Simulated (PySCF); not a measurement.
# Orbital picture of MgSn⁺

HSE06 at R = 2.962 Å; Mg def2-SVPD, Sn def2-SVPD with ECP28; scalar-relativistic core potentials (PySCF 2.14). State: ²Π (doublet), unpaired electrons π ↑. Only the outer orbitals are listed, counted within each symmetry, core potentials removing the inner ones.

| spin | orbital | occ. | ε (eV) | on Mg (%) | main shells (%) |
| --- | --- | --- | --- | --- | --- |
| α | 1δ | 1 | -33.43 | 0 | 100 Sn d |
| α | 3π | 1 | -33.38 | 0 | 100 Sn d |
| α | 1δ | 1 | -33.32 | 0 | 100 Sn d |
| α | 6σ | 1 | -33.11 | 0 | 100 Sn d |
| α | 3π | 1 | -33.11 | 0 | 100 Sn d |
| α | 7σ | 1 | -16.99 | 8 | 92 Sn s |
| α | 8σ | 1 | -10.91 | 60 | 57 Mg s, 35 Sn p |
| α | 4π | 1 | -9.47 | 7 | 92 Sn p |
| α | 4π | 0 | -8.45 | 10 | 89 Sn p |
| α | 9σ | 0 | -7.86 | 64 | 41 Mg s, 37 Sn p, 22 Mg p |
| α | 5π | 0 | -5.52 | 89 | 89 Mg p |
| β | 1δ | 1 | -33.39 | 0 | 100 Sn d |
| β | 3π | 1 | -33.35 | 0 | 100 Sn d |
| β | 1δ | 1 | -33.18 | 0 | 100 Sn d |
| β | 3π | 1 | -32.96 | 0 | 100 Sn d |
| β | 6σ | 1 | -32.95 | 0 | 100 Sn d |
| β | 7σ | 1 | -16.14 | 10 | 90 Sn s |
| β | 8σ | 1 | -10.73 | 72 | 71 Mg s, 23 Sn p |
| β | 4π | 0 | -8.13 | 13 | 86 Sn p, 11 Mg p |
| β | 9σ | 0 | -7.81 | 56 | 44 Sn p, 30 Mg p, 25 Mg s |
| β | 4π | 0 | -7.39 | 21 | 79 Sn p, 18 Mg p |

Problem. Which are the highest filled and the lowest empty level, where do they sit, and how wide is the gap?

Solution. Highest filled α 4π at -9.47 eV (in %: 92 Sn p); lowest empty α 4π at -8.45 eV (in %: 89 Sn p); the gap at HSE06 is 1.02 eV. Both belong to one degenerate shell, split only by its one-sided filling, so this is no excitation gap.

```json
{
 "bond order (Mayer)": "1.00",
 "⟨S²⟩": "0.770",
 "charge on Mg (Mulliken, basis-dependent)": "0.42",
 "charge on Mg (Löwdin, basis-dependent)": "0.54",
 "dipole moment (positive dipole points towards Sn; it is taken about the centre of mass and depends on that origin)": "-6.94 D"
}
```

Spin–orbit coupling is left out. The state is the lowest determinant that a PBE0 search found; another state may lie lower at other levels.
